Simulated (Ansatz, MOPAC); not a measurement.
Molecule: PbH3, net charge -1, singlet state. SMILES: [PbH3-]

Atoms: Pb1, H2, H3, H4. Bonds: Pb1-H2, Pb1-H3, Pb1-H4.

Bond lengths (Å) and angles (degrees) optimised at PM6 with MOPAC; PM7 with MOPAC; MNDO with MOPAC; B3LYP/LANL2DZ with Ansatz (an electronic-structure program); B3LYP/6-31G* with LANL2DZ past Ar with Ansatz; MP2/6-31G* with LANL2DZ past Ar with Ansatz, each started from the B3LYP-D3(BJ)/def2-TZVP structure (Ansatz) of the last column. A row stands for all coordinates that are equal there. 6-31G* holds six Cartesian d functions. No wavenumbers were computed at MNDO, B3LYP/LANL2DZ, MP2/6-31G* with LANL2DZ past Ar, so these may be saddle points.

```tsv
coordinate	PM6	PM7	MNDO	B3LYP/LANL2DZ	B3LYP/6-31G* with LANL2DZ past Ar	MP2/6-31G* with LANL2DZ past Ar	B3LYP-D3(BJ)/def2-TZVP
Pb1-H2	1.828	1.676	1.694	1.863	1.870	1.873	1.892
H2-Pb1-H3	95.5	120.0	92.6	91.7	91.6	92.5	91.8
```

Mean signed difference of all 3 bond lengths from B3LYP-D3(BJ)/def2-TZVP: PM6 -0.064 Å, PM7 -0.216 Å, MNDO -0.198 Å, B3LYP/LANL2DZ -0.029 Å, B3LYP/6-31G* with LANL2DZ past Ar -0.022 Å, MP2/6-31G* with LANL2DZ past Ar -0.019 Å.
